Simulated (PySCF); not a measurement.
Excitations are Tamm–Dancoff values on a coarser integration grid. The basis has no diffuse functions, so Rydberg states are missing or too high.

# C$_{3}$H$_{4}$O, SMILES `C(=CO)=C` (C–C–O–H torsion 0°) (charge 0, multiplicity 1)

All values below come from ωB97X-D3(BJ)/def2-TZVP // B3LYP-D3(BJ)/def2-TZVP (PySCF).

The HOMO comes out as -9.07 eV and the dipole moment comes out as 1.28 D. The LUMO comes out as 1.83 eV, the HOMO–LUMO gap is 10.90 eV and the S1 excitation (TDA) is 4.74 eV. The S1 oscillator strength is 0.000, the T1 excitation (TDA) is 4.37 eV and the S1–T1 gap (TDA) is 0.37 eV. The total energy is -5224.92 eV and the cost is around 70 core-seconds (rough).

```xyz
8

C      1.5370     0.0887     0.2054
C      0.2942    -0.1313    -0.1171
C     -0.9477    -0.3575    -0.4461
O     -2.0575     0.2377     0.1013
H      2.1296     0.8537    -0.2886
H      2.0374    -0.4852     0.9803
H     -1.2181    -1.0686    -1.2161
H     -1.7750     0.8625     0.7809
```
